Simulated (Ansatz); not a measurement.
Input:

```yaml
crystal:
  periodic: [false, false, false]
  atoms:
    - { symbol: C, position_ang: [-1.057392, 1.346763, -0.782164] }
    - { symbol: B, position_ang: [-0.144992, 0.359397, 0.00918] }
    - { symbol: "N", position_ang: [0.265075, -0.96254, -0.223735] }
    - { symbol: C, position_ang: [1.092878, -1.182052, 0.941055] }
    - { symbol: S, position_ang: [0.790628, 0.517607, 1.600259] }
    - { symbol: H, position_ang: [-1.900157, 1.682647, -0.157269] }
    - { symbol: H, position_ang: [-0.495054, 2.250977, -1.064947] }
    - { symbol: H, position_ang: [-1.468096, 0.898528, -1.699451] }
    - { symbol: H, position_ang: [0.101348, -1.650733, -0.947527] }
    - { symbol: H, position_ang: [2.157728, -1.355659, 0.720053] }
    - { symbol: H, position_ang: [0.723333, -1.961935, 1.625246] }
basis:
  gaussian: { orbitals: def2-SVP }
hamiltonian:
  xc: cam_b3lyp
  dispersion: d4
neb:
  order_check: false
  images: 5
  f_tol: 0.03
  max_iterations: 60
  initial_path: linear
  final_atoms:
    - { symbol: C, position_ang: [-1.05756562, 1.34649764, -0.78194234] }
    - { symbol: B, position_ang: [-0.14478077, 0.35984805, 0.00985927] }
    - { symbol: "N", position_ang: [0.2657516, -0.96143372, -0.22391247] }
    - { symbol: C, position_ang: [1.09308825, -1.18194779, 0.94073216] }
    - { symbol: S, position_ang: [0.79078804, 0.51752803, 1.60137685] }
    - { symbol: H, position_ang: [-1.89969929, 1.68521815, -0.15686585] }
    - { symbol: H, position_ang: [-1.46940986, 0.89570406, -1.69790421] }
    - { symbol: H, position_ang: [-0.49403487, 2.24934991, -1.06785228] }
    - { symbol: H, position_ang: [0.09973334, -1.65012219, -0.94697116] }
    - { symbol: H, position_ang: [2.15808293, -1.35536226, 0.71985049] }
    - { symbol: H, position_ang: [0.72334525, -1.96227989, 1.62432953] }
```

Run as:

```bash
$ ansatz run input.yaml --threads 2 --pin off --max-ram 3072MiB --backend cpu --events-out ev --progress --plain --runs-dir out
```

Hardware: 2 threads of Arm Neoverse V2, with other jobs on the host.

**Question.** Roughly how long does this run take, and how much memory?

**Answer.** 8 min, with a peak of 0.26 GiB, for 41 band iterations.
